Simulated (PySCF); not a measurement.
## Electron correlation in Ar³⁺ (argon, charge +3)

[Ne] 3s2 3p3, high-spin 4S determinant. Computed with PySCF 2.14 in pcseg-2 (5s4p2d1f, 34 functions), with the non-relativistic Hamiltonian (point nucleus). Frozen: [Ne]; 5 electrons correlated.

MP2 pair energies summed by pair of shells (mhartree):

| pair | energy | share (%) |
| --- | --- | --- |
| 3s-3p | -62.16 | 67.2 |
| 3p-3p | -22.01 | 23.8 |
| 3s-3s | -8.31 | 9.0 |

Total MP2 correlation energy: -92.49 mhartree.

Same-spin part -24.64 and opposite-spin part -67.85 mhartree; SCS-MP2 scales them by 1/3 and 6/5 to -89.63 mhartree.

```json
{"level": "CCSD", "correlation energy (mhartree)": "-114.32"}
{"level": "(T)", "correlation energy (mhartree)": "-2.71"}
{"level": "CCSD(T)", "correlation energy (mhartree)": "-117.03"}
```

Diagnostics: T1 = 0.0013, D1 = 0.0038, largest double amplitude 0.062.

Cost of the coupled-cluster step: 0.3 s of wall time on 1 thread of Neoverse-V1 (shared host), for 5 correlated electrons.

Iterations:

```
CC2 = 0
CCSD nocc = (np.int64(4), np.int64(1)), nmo = (29, 29)
frozen orbitals [[0, 1, 2, 3, 4], [0, 1, 2, 3, 4]]
max_cycle = 100
direct = 0
conv_tol = 1e-08
conv_tol_normt = 1e-06
diis_space = 8
diis_start_cycle = 0
Init t2, MP2 energy = -0.0924915088479532
Init E_corr(UCCSD) = -0.0924915088482836
cycle = 1  E_corr(UCCSD) = -0.109423461236821  dE = -0.0169319524  norm(t1,t2) = 0.0365007
cycle = 2  E_corr(UCCSD) = -0.112990104316577  dE = -0.00356664308  norm(t1,t2) = 0.0101505
cycle = 3  E_corr(UCCSD) = -0.114345408555927  dE = -0.00135530424  norm(t1,t2) = 0.00344986
cycle = 4  E_corr(UCCSD) = -0.114324048730675  dE = 2.13598253e-05  norm(t1,t2) = 0.000383056
cycle = 5  E_corr(UCCSD) = -0.114323523758341  dE = 5.24972334e-07  norm(t1,t2) = 2.37411e-05
cycle = 6  E_corr(UCCSD) = -0.114323227021046  dE = 2.96737295e-07  norm(t1,t2) = 1.26214e-06
cycle = 7  E_corr(UCCSD) = -0.114323290761311  dE = -6.3740265e-08  norm(t1,t2) = 1.91752e-07
cycle = 8  E_corr(UCCSD) = -0.114323280548961  dE = 1.02123498e-08  norm(t1,t2) = 4.251e-08
cycle = 9  E_corr(UCCSD) = -0.114323278159584  dE = 2.38937699e-09  norm(t1,t2) = 1.84377e-08
UCCSD converged
E(UCCSD) = -523.9662354223491  E_corr = -0.1143232781595844
UCCSD(T) correction = -0.0027121655799554
```
